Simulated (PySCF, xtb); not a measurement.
BrGaH₃N, SMILES [NH2][GaH][Br]. The values are those of a single conformer.

Harmonic wavenumbers (cm⁻¹) from GFN2-xTB in xtb 6.7.1 at its own minimum, in rising order: 114, 182, 276, 303, 352, 466, 592, 621, 1448, 1770, 3372, 3431.

Task: What does PBE-D3(BJ)/def2-SVP run with PySCF give at its own minimum? (The exact figures need the calculation; the answer reports its results.)

Result: 137, 196, 292, 360, 496, 541, 701, 725, 1454, 1981, 3506, 3619. Paired by order, the mean absolute difference is 90 cm⁻¹ and the zero-point energies are 18.5 and 20.0 kcal/mol.
